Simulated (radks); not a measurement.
Task: Species: Tm2+. Configuration: [Xe] 4f12 6p1 (not the ground configuration). Calculated with a radial shooting solver on a logarithmic mesh with Libxc functionals: scalar-relativistic Kohn-Sham, SCAN, spin-polarised, spherical densities, finite nucleus; open shells are filled with parallel spins first (spin-orbit coupling, left out, can overturn this in heavy ions); meta-GGA in the generalised Kohn-Sham scheme; Fermi nuclear charge, rms radius 5.2256 fm. Some entries of the table are withheld. Estimate them.

orbital,occ.,eigenvalue (eV),<1/r> (bohr^-1)
1s up,1,-59382.71,79.07
1s down,1,-59382.71,79.07
2s up,1,-10064.45,18.44
2s down,1,-10064.40,18.44
2p up,3,-8885.330,16.97
2p down,3,-8885.283,16.97
3s up,1,-2293.572,6.814
3s down,1,-2292.484,6.817
3p up,3,-1934.097,6.346
3p down,3,-1932.963,6.349
3d up,5,-1490.000,6.005
3d down,5,-1489.073,6.007
4s up,1,-478.4943,2.872
4s down,1,-476.1438,2.870
4p up,3,-359.6700,2.628
4p down,3,-357.3654,2.625
4d up,5,-201.4750,2.324
4d down,5,-199.1853,2.321
5s up,1,-77.3825,(1)
5s down,1,-77.0368,(2)
5p up,3,-49.3016,0.9223
5p down,3,-49.0043,0.9191
4f up,7,(3),1.755
4f down,5,(4),1.741
6p up,1,-13.1943,0.3268

Result: 
(1) 5s up <1/r> (bohr^-1): 1.099
(2) 5s down <1/r> (bohr^-1): 1.092
(3) 4f up eigenvalue (eV): -29.0843
(4) 4f down eigenvalue (eV): -26.9050
